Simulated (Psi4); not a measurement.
# Worked example: ideal-gas entropy of B3H3O3 (SMILES B1OBOBO1)

A singlet with charge 0, relaxed at BP86/def2-SVP (density fitting) (Psi4 1.11):

```xyz
9

B     1.3143    0.1182   -0.4275
O     0.6194   -1.0616   -0.6294
B    -0.6921   -1.1850   -0.2043
O    -1.3083   -0.1177    0.4256
B    -0.6223    1.0664    0.6323
O     0.6890    1.1795    0.2035
H     2.4595    0.2213   -0.8013
H    -1.2957   -2.2173   -0.3834
H    -1.1653    1.9960    1.1827
```

Harmonic wavenumbers in cm⁻¹: 165, 193, 383, 440, 590, 773, 877, 886, 887, 948, 963, 979, 1080, 1137, 1191, 1214, 1338, 1385, 2613, 2613, 2628.

Masses in u: B 10.81, O 15.999, H 1.008. Take T = 298.15 K, p = 1 bar, R = 8.3145 J/(mol K), kT/hc = 207.22 cm⁻¹, rigid rotor and harmonic oscillator.

Compute the standard molar entropy.


1. Translation (Sackur–Tetrode): S = R[3/2 ln M + 5/2 ln T − 1.1517] with M = 83.451 gives 164.0 J/(mol K).
2. Rotation: principal moments 87.152, 87.170, 174.322 u Å² give A, B, C = 0.1934, 0.1934, 0.0967 cm⁻¹; the symmetry number is σ = 6; q = (√π/σ)√((kT/hc)³/ABC) = 14652; S = R(ln q + 3/2) = 92.2.
3. Vibration: with u = ν̃/207.22, each mode gives R[u/(eᵘ − 1) − ln(1 − e⁻ᵘ)]; the sum is 34.6, most from 165 cm⁻¹ (10.4), 193 cm⁻¹ (9.2), 383 cm⁻¹ (4.3).
4. Spin: R ln 1 = 0.0.
5. Sum: 164.0 + 92.2 + 34.6 + 0.0 = 290.8 J/(mol K).

No measured value is set beside it here. Where a soft mode is a torsion, a harmonic oscillator describes it poorly. One conformer is counted; others would raise S.
